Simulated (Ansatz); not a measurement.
Computed with Ansatz on PBE0-D4/def2-TZVP structures; ΔE is electronic, products minus reactants. CCSD(T)/CBS is the MP2 limit (def2-TZVPP, def2-QZVPP) plus CCSD(T) − MP2 in def2-TZVPP, frozen cores. This one scheme is used for every species. DFT in def2-TZVPP. For Ga outer-core shells are correlated without core-valence functions, which leaves a few kJ/mol of doubt a bond. Scalar relativity is left out up to krypton. One conformer a species, not always the lowest.

Consider the formal exchange of groups at a C–Ga bond: `B[CH2][Ga]([CH3])[F]` + `BN` → `BCBN` + `[CH3][GaH][F]`.

**Question.** Is it downhill or uphill in electronic energy at CCSD(T)/CBS, and by how much? (Estimate.)

**Answer.** Ansatz gave: Uphill: ΔE = +19.2 kJ/mol.

**Question.** What do these levels give: PBE-D4, ωB97X-V, PBE, HF/def2-TZVPP, CCSD/def2-TZVPP, CCSD/CBS(def2)? (Best estimate.)

**Answer.** The calculation gave: PBE-D4 13.3, ωB97X-V 10.4, PBE 12.3, HF/def2-TZVPP 8.1, CCSD/def2-TZVPP 16.7, CCSD/CBS(def2) 17.3 kJ/mol.

Largest T1 diagnostic among the species: 0.013.

In def2-TZVPP, CCSD(T) changes the Hartree–Fock value by +10.5 kJ/mol (the triples alone add +1.9 kJ/mol) and MP2 by +13.1 kJ/mol.
